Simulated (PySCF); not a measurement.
Relaxation of quartet IrBr₄

Level of theory: UPBE0/[Ir def2-TZVP with ECP60, Br def2-TZVP], scalar-relativistic core potentials, density fitting, no spin–orbit coupling, PySCF. A (50,194) grid was used.

A start at or just off a symmetric point, pushed along the force that breaks its symmetry, of D2d symmetry, free to break it:

```xyz
5
charge 0 multiplicity 4, angstrom
Ir    0.0000    0.0000    0.0000
Br    1.9589    0.0000    1.3420
Br   -1.9589    0.0000    1.3420
Br    0.0000    1.9589   -1.3420
Br    0.0000   -1.9589   -1.3420
```

(1) What does it relax to?

(2) How much energy is released, and in how many steps?

## Answers

(1) It ends at D2d with Ir–Br 2.369 Å (×4); Br–Ir–Br 97.7° (×4), Br–Ir–Br 137.0° (×2) (after a last refinement on a finer grid). A frequency run shows a minimum. Other isomers or separated fragments may lie lower.

(2) 42.3 kJ/mol in 6 steps.

Other spin states or occupations of the open shell can lie lower. With an element this heavy the missing spin–orbit coupling can shift these numbers.

The relaxation took 3.4 min on 8 threads of a shared Intel Xeon Platinum 8259CL @ 2.50GHz (Skylake/Cascade Lake) host, with 232 basis functions and 7 gradients; the process peaked at 2.5 GiB.
